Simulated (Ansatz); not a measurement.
`F[SiH2][O][GeH2][Cl]` at its PBE0-D4/def2-TZVP geometry, where that method's forces vanish. The species carries charge 0 and has multiplicity 1.

```xyz
9

F     1.1985   -0.9716   -1.7322
Si    0.8360    0.4991   -1.2267
O    -0.5018    0.4465   -0.3097
Ge   -1.0594   -0.3943    1.1366
Cl    0.6252   -0.6314    2.4455
H     0.5342    1.3249   -2.4136
H     2.0004    0.9900   -0.4591
H    -1.5571   -1.7864    0.7456
H    -2.0759    0.5232    1.8137
```

Q: What forces (eV/Å) does r2SCAN-D4/def2-TZVPP give on these atoms in Ansatz? (An estimate is asked.)

A: Computed: 
```
F1   0.007 -0.035 -0.010
Si2  0.063  0.037 -0.021
O3  -0.059  0.036 -0.008
Ge4 -0.088 -0.031  0.028
Cl5  0.035 -0.008  0.024
H6   0.008 -0.014  0.031
H7  -0.022  0.000 -0.021
H8   0.020  0.045  0.008
H9   0.036 -0.030 -0.030
```
